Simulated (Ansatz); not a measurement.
C$_{2}$H$_{6}$ClGa, charge +1, doublet, geometry from GFN2-xTB (such geometries of metal compounds can be far from the true shape) (a state made from the parent by changing its charge; the spin is typed, not shown lowest); WB97X/STO-3G (Ansatz, a first-principles code).

Here is a job for Ansatz.
Ansatz 0.2 input:
```yaml
crystal:
  periodic: [false, false, false]
  atoms:
    - {symbol: Ga, position_ang: [-0.11318702, 0.04469571, -0.08248336]}
    - {symbol: C, position_ang: [-1.92172568, -0.98294550, -0.55503717]}
    - {symbol: H, position_ang: [-1.85733445, -1.24248750, -1.61332384]}
    - {symbol: H, position_ang: [-2.74321140, -0.29652337, -0.34397420]}
    - {symbol: H, position_ang: [-1.91352618, -1.85857301, 0.09676954]}
    - {symbol: C, position_ang: [-0.37592146, 1.89024885, -1.11933910]}
    - {symbol: H, position_ang: [-0.66734654, 1.64329702, -2.14141930]}
    - {symbol: H, position_ang: [0.59865420, 2.37779450, -1.05496299]}
    - {symbol: H, position_ang: [-1.15677370, 2.43270961, -0.58316277]}
    - {symbol: Cl, position_ang: [1.47260108, -0.58150613, 1.07313619]}
basis:
  gaussian:
    orbitals: STO-3G
hamiltonian:
  xc: {name: wB97X}
total_charge: 1
magnetization: {spin_polarized: true, initial_magnetization: 1}
```

What the program printed (banner, timings and long lists left out):

```
Functional definition: wB97X
491 factors; integrals over basis functions are off by at most 6.2e-5 eV
177 factors; integrals over basis functions are off by at most 1.3e-6 eV
mean field evaluation 1: about -65935.8367 eV, gradient 2.5e2 eV
mean field evaluation 2: about -66168.4157 eV, gradient 7.4e1 eV
mean field evaluation 4: about -66027.6705 eV, gradient 1.5e2 eV
mean field evaluation 8: about -66290.4118 eV, gradient 1.4e1 eV
mean field evaluation 16: about -66291.6930 eV, gradient 4.8e-3 eV
mean field evaluation 32: about -66284.7859 eV, gradient 4.9e-2 eV
mean field evaluation 64: about -66291.3231 eV, gradient 3.2e0 eV
mean field -66291.69302773 eV, -2436.1747846456 hartree, gradient 1.2e-5 eV, S^2 0.750877; 7 other end points of the search recorded, 0 dependent functions left out
reference -66291.69300719 eV, -2436.1747838907 hartree; 33, 32 occupied and 10, 11 virtual orbitals, 491 factors
Total energy: -66291.69300719 eV, -2436.1747838907 hartree
```
